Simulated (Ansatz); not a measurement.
Compare A (`CCC#CCCC`) with its isomer B (`C1C[C@H]2CC[C@@H]1C2`).

Program: Ansatz. Geometries: PBE0-D4/def2-TZVP. ΔE: electronic, gas phase. CBS: MP2 limit from def2 TZ/QZ plus the TZ coupled-cluster correction, frozen cores. DFT in def2-TZVPP. B3LYP here is the variant with VWN-RPA as its local correlation; programs differ in this. One conformer a species, not always the lowest.

(1) Which is lower in electronic energy at CCSD(T)/CBS, and by how much? (Best estimate.)

(2) Give E(B) − E(A) in kcal/mol with r2SCAN-D4, B3LYP, CCSD(T)/def2-SVP, LDA (SPW92), PBE-D4, ωB97M-V, BLYP-D4. (An estimate is asked.)

Largest T1 diagnostic: 0.010.

Results:

(1) Ansatz gave: B, by 36.3 kcal/mol.

(2) Ansatz gave: r2SCAN-D4 -36.2, B3LYP -24.8, CCSD(T)/def2-SVP -38.1, LDA (SPW92) -48.3, PBE-D4 -36.4, ωB97M-V -37.6, BLYP-D4 -25.1. None reverses the order clearly.

In def2-TZVPP, CCSD(T) changes the Hartree–Fock value by −11.9 kcal/mol (the triples alone add −0.6 kcal/mol) and MP2 by −13.7 kcal/mol. From BLYP to BHLYP (50 % exact exchange), in def2-TZVPP and without D4, E(B) − E(A) moves by −12.2 kcal/mol.
